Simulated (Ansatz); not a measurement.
The same path of CH$_{5}$AsOSi (9 atoms, charge 0, multiplicity 1) was run twice with different band settings. The coordinate that changes most is the dihedral As4–C2–Si3–H7.

All numbers below come from Ansatz 0.2.0, RKS B3LYP/def2-SVP.

Relaxed end points:

```xyz
9
Properties=species:S:1:pos:R:3
O 1.404 -1.438 -0.187
C 0.444 -0.713 -0.178
Si 0.629 1.211 -0.442
As -1.437 -1.509 0.061
H -0.618 1.750 -1.055
H 0.821 1.818 0.906
H 1.810 1.483 -1.305
H -1.018 -2.317 1.286
H -1.946 -0.331 0.897
```

```xyz
9
Properties=species:S:1:pos:R:3
O 1.330 -1.035 1.094
C 0.515 -0.594 0.326
Si 0.656 1.230 -0.351
As -1.022 -1.786 -0.337
H -0.054 2.109 0.621
H 2.091 1.614 -0.445
H -0.010 1.322 -1.682
H -1.368 -2.255 1.074
H -2.050 -0.652 -0.316
```

Common settings: movable images 7; climbing image yes; spring 5.0 eV/Å²; start path through a guess of the saddle point; force threshold 0.03 eV/Å; iteration limit 60; end points relaxed.

| run | optimiser | largest step |
| --- | --- | --- |
| 1 | quadratic models (default) | default |
| 2 | lbfgs | 0.02 Å |

What does each run give, and how far can it be trusted?

Run 1: converged after 22 iterations, highest image 0.020 eV above the first end. A vibrational analysis at the climbing image gives one clearly imaginary mode, 80i cm⁻¹: a first-order saddle point.
Run 2: converged after 55 iterations, highest image 0.038 eV above the first end. The order of the stationary point at the top wasn't checked.
